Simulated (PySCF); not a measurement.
Scan of H4N (cation, charge +1), singlet: flattening of a tetrahedron along the D2d path, bond length relaxed. Scanned: the two opposite H-N-H angles (109.47 = tetrahedral, 180 = square planar). Other coordinates (N-H bond length) were minimised at PBE0/def2-TZVP. Each profile is relative to its own lowest point.

| a / ° | A | B | C |
|---|---|---|---|
| 90 | 67.0 | 74.5 | 72.6 |
| 95 | 36.6 | 40.8 | 39.6 |
| 100 | 15.5 | 17.3 | 16.8 |
| 105 | 3.4 | 3.8 | 3.7 |
| 109.47 | 0.0 | 0.0 | 0.0 |
| 115 | 5.1 | 5.7 | 5.5 |
| 120 | 18.3 | 20.5 | 19.7 |
| 130 | 67.2 | 75.4 | 72.4 |
| 140 | 142.5 | 160.0 | 154.1 |
| 150 | 237.2 | 266.4 | 258.1 |
| 160 | 340.1 | 381.4 | 374.0 |
| 170 | 430.2 | 480.6 | 480.1 |

Energies in kJ/mol.

Problem. Assign the columns to these levels of theory: CAM-B3LYP/cc-pVTZ in PySCF; RHF/cc-pVTZ in PySCF; restricted MP2 (frozen core)/6-31G*, spherical d in PySCF 2.14.0.

Solution. A is CAM-B3LYP; B is RHF; C is RMP2/6-31G*.
